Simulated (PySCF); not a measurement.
**Bonding in `C#CC[P@@](=O)(O)C#C`**

Compound: C5H5O2P.
SMILES with atom numbers: `[CH:1]#[C:2][CH2:3][P@@:4](=[O:5])([OH:6])[C:7]#[CH:8]` (hydrogens: H9 on C1; H10, H11 on C3; H12 on O6; H13 on C8)

Geometry (GFN2-xTB, Å), atoms numbered from 1 in this order:
```
atom  x, y, z in Å
C1     2.066    1.277    0.133
C2     1.474    0.408   -0.441
C3     0.704   -0.653   -1.035
P4    -0.701   -1.106    0.077
O5    -1.477   -2.270   -0.326
O6    -0.042   -1.318    1.520
C7    -1.615    0.417    0.228
C8    -2.286    1.410    0.272
H9     2.611    2.048    0.588
H10    1.310   -1.554   -1.173
H11    0.298   -0.350   -2.001
H12    0.519   -0.595    1.810
H13   -2.864    2.287    0.329
```

Bond orders from the PBE0/pcSseg-1 density (PySCF). The structure is a single GFN2-xTB conformer in the gas phase; no vibrational or solvent corrections.

How far do the computed orders between heavy atoms stray from the drawn ones?

The largest departure is 0.445, at C1–C2 (drawn triple, 2.555). Drawn single, order below 0.88: P4–C7 (0.785). Drawn double or triple, more than 0.30 short of the drawn order: C1–C2 (2.555) and C7–C8 (2.632).

Set the Mayer orders of the bonds between heavy atoms beside their lengths.

| bond | drawn as | length (Å) | Mayer order |
| --- | --- | --- | --- |
| C1–C2 | triple | 1.197 | 2.555 |
| C2–C3 | single | 1.439 | 1.043 |
| C3–P4 | single | 1.848 | 0.935 |
| P4–O5 | double | 1.456 | 1.955 |
| P4–O6 | single | 1.601 | 0.987 |
| P4–C7 | single | 1.782 | 0.785 |
| C7–C8 | triple | 1.200 | 2.632 |

By pair of heavy elements: C–C: lowest C2–C3 (1.043, 1.439 Å), highest C7–C8 (2.632, 1.200 Å). C–P: lowest P4–C7 (0.785, 1.782 Å), highest C3–P4 (0.935, 1.848 Å); in 1 of the 1 pairs the longer bond (by over 0.003 Å) has the higher order (by 0.02 or more). O–P: lowest P4–O6 (0.987, 1.601 Å), highest P4–O5 (1.955, 1.456 Å).

And the bonds to hydrogen?

C–H: 0.90 to 1.14 (4 bonds); H–O: 0.92 (1 bond).

Sum the orders of all bonds at each heavy atom with more than one neighbour and set the sums beside the valence in the SMILES.

C1 3.690 (drawn 4), C2 3.598 (drawn 4), C3 3.785 (drawn 4), P4 4.662 (drawn 5), O6 1.910 (drawn 2), C7 3.417 (drawn 4), C8 3.744 (drawn 4). Orders between atoms that aren't bonded are not in these sums.

The Mayer order sums products of elements of PS (density times overlap matrix) between the two atoms' basis functions, so it depends on the basis set.
